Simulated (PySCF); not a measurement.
Ga(NCO)(OH)2 (CH2GaNO3), SMILES [N]([Ga]([OH])[OH])=C=O.

Geometry: r2SCAN-D4/def2-SVP. The values are those of a single conformer.

Computed with TDA-PBE/def2-SVPD in PySCF 2.14.0.

Vertical excitations.  State labels are in the subgroup Cs.

Computed UV-visible absorptions:
```
state  symmetry  energy (eV)  λ (nm)      f                                              main pairs
-----  --------  -----------  ------  -----  ------------------------------------------------------
S1           A'         5.37     231  0.016                                          HOMO→LUMO 98 %
S2           A"         5.42     229  0.000                                       HOMO−1→LUMO 100 %
S3           A"         5.67     219  0.000                                       HOMO−2→LUMO 100 %
S4           A"         5.85     212  0.000                                       HOMO→LUMO+1 100 %
S5           A'         6.32     196  0.050                    HOMO−1→LUMO+1 77 %, HOMO→LUMO+2 16 %
S6           A"         6.51     191  0.074                                        HOMO−3→LUMO 96 %
S7           A'         6.54     189  0.024                    HOMO−2→LUMO+1 70 %, HOMO−5→LUMO 27 %
S8           A'         6.77     183  0.039  HOMO−4→LUMO 70 %, HOMO−3→LUMO+1 15 %, HOMO→LUMO+2 12 %
S9           A"         6.98     178  0.000                                     HOMO−1→LUMO+2 100 %
S10          A'         7.20     172  0.087                    HOMO−5→LUMO 65 %, HOMO−2→LUMO+1 19 %
T1           A'         5.13     242      0                                         HOMO→LUMO 100 %
T2           A"         5.22     237      0                                       HOMO−1→LUMO 100 %
T3           A"         5.36     231      0                                        HOMO−2→LUMO 99 %
T4           A'         5.67     219      0                                      HOMO−1→LUMO+1 98 %
```
Triplets are in the Tamm–Dancoff approximation.
